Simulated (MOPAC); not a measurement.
A run for MOPAC: AM1 on MgH, 2S+1 = 2, a spin state set in the input, which need not be the lowest, a point of a bond scan (R = 1.622 Å).

```
AM1 1SCF PRECISE CHARGE=0 UHF MS=0.5 THREADS=1
HMg

H      0.00000000 1     0.00000000 1     0.00000000 1
Mg     0.00000000 1     0.00000000 1     1.62158000 1
```

It printed:

```
*******************************************************************************
 **                                                                           **
 **                              MOPAC v23.2.5                                **
 **                                                                           **
 *******************************************************************************
 ** MOPAC's Digital Object Identifier: https://doi.org/10.5281/zenodo.6511958 **
 **                                                                           **
 ** Please cite the open-source release paper for use of this MOPAC version:  **
 ** J. E. Moussa and J. J. P. Stewart (2026)                                  **
 ** MOPAC: An open-source semiempirical molecular orbital program             **
 ** J. Open Source Softw., 11(119), 8025, https://doi.org/10.21105/joss.08025 **
 *******************************************************************************

                              AM1 CALCULATION RESULTS

 *******************************************************************************
 *  AM1        - The AM1 Hamiltonian to be used
 *  UHF        - UNRESTRICTED HARTREE-FOCK CALCULATION
 *
 *
 *
 *                 CHARGE ON SYSTEM = 0
 *
 *
 *
 *  MS=        - IN MECI, MAGNETIC COMPONENT OF SPIN =  0.5
 *  PRECISE    - TIGHTER CRITERIA TO BE USED
 *  1SCF       - DO 1 SCF AND THEN STOP
 *  THREADS=1  - MULTI-THREADING NOT USED
 *  T=         - A TIME OF 172800.0 SECONDS REQUESTED
 *  DUMP=N     - RESTART FILE WRITTEN EVERY 7200.0 SECONDS REQUESTED
 *******************************************************************************
AM1 1SCF PRECISE CHARGE=0 UHF MS=0.5 THREADS=1
 HMg

   ATOM   CHEMICAL          X               Y               Z
  NUMBER   SYMBOL      (ANGSTROMS)     (ANGSTROMS)     (ANGSTROMS)

     1       H          0.00000000  *   0.00000000  *   0.00000000  *
     2      Mg          0.00000000  *   0.00000000  *   1.62158000  *



          CARTESIAN COORDINATES

    NO.       ATOM           X           Y           Z

     1         H          0.0000      0.0000      0.0000
     2        Mg          0.0000      0.0000      1.6216

  H: (AM1): M.J.S. DEWAR ET AL, J. AM. CHEM. SOC. 107 3902-3909 (1985)
 Mg: (AM1): J. J. P. STEWART, J. MOL. MOD., 10, 155-164 (2004)

           Empirical Formula: H Mg  =     2 atoms



      MOLECULAR POINT GROUP   :   C*v


          UHF CALCULATION, NO. OF ALPHA ELECTRONS =    2
                           NO. OF BETA  ELECTRONS =    1

 -------------------------------------------------------------------------------
 AM1 1SCF PRECISE CHARGE=0 UHF MS=0.5 THREADS=1
 HMg



     1SCF WAS SPECIFIED, SO BFGS WAS NOT USED
     SCF FIELD WAS ACHIEVED


                              AM1 CALCULATION
                                                       MOPAC v23.2.5 Linux




          FINAL HEAT OF FORMATION =         54.49409 KCAL/MOL =     228.00329 KJ/MOL


          COSMO AREA              =         55.77 SQUARE ANGSTROMS
          COSMO VOLUME            =         38.25 CUBIC ANGSTROMS

          IONIZATION POTENTIAL    =          7.780165 EV
          ALPHA SOMO LUMO (EV)    =         -7.780  2.707
          BETA  SOMO LUMO (EV)    =        -10.418 -0.508
          NO. OF ALPHA ELECTRONS  =          2
          NO. OF BETA  ELECTRONS  =          1
          MOLECULAR WEIGHT        =         25.3129         POINT GROUP:  C*v

          MOLECULAR DIMENSIONS (Angstroms)

            Atom       Atom       Distance
           Mg     2    H     1     1.62158
           Mg     2    H     1     0.00000
            H     1   Mg     2     0.00000


          SCF CALCULATIONS        =          1





   ATOM   CHEMICAL          X               Y               Z
  NUMBER   SYMBOL      (ANGSTROMS)     (ANGSTROMS)     (ANGSTROMS)

     1       H          0.00000000  *   0.00000000  *   0.00000000  *
     2      Mg          0.00000000  *   0.00000000  *   1.62158000  *

                             CARTESIAN COORDINATES

   1    H        0.000000000     0.000000000     0.000000000
   2   Mg        0.000000000     0.000000000     1.621580000


           Empirical Formula: H Mg  =     2 atoms



      MOLECULAR POINT GROUP   :   C*v


          ALPHA EIGENVALUES
 -10.90762  -7.78016   2.70727   2.70727   4.20038


           BETA EIGENVALUES
 -10.41841  -0.50751   3.17038   3.17038   5.28597


              NET ATOMIC CHARGES AND DIPOLE CONTRIBUTIONS

  ATOM NO.   TYPE          CHARGE      No. of ELECS.   s-Pop       p-Pop
    1          H          -0.226412        1.2264     1.22641
    2         Mg           0.226412        1.7736     1.20201     0.57157
 DIPOLE           X         Y         Z       TOTAL
 POINT-CHG.     0.000     0.000     1.763     1.763
 HYBRID         0.000     0.000    -0.130     0.130
 SUM            0.000     0.000     1.634     1.634


          ATOMIC ORBITAL ELECTRON POPULATIONS

     Atom    s        px        py        pz
    1  H   1.22641
    2 Mg   1.20201   0.00000   0.00000   0.57157


                    (SZ)    =    0.500000
                    (S**2)  =    0.752947


          ATOMIC ORBITAL SPIN POPULATIONS

    Atom   Total    s     px     py     pz
         Atomic
    1  H  0.1350  0.135
    2 Mg  0.8650  0.616  0.000  0.000  0.249

 **********************
 *                    *
 * JOB ENDED NORMALLY *
 *                    *
 **********************




 == MOPAC DONE ==
```

The run finished.

Cost: very roughly 0.03 core-seconds.
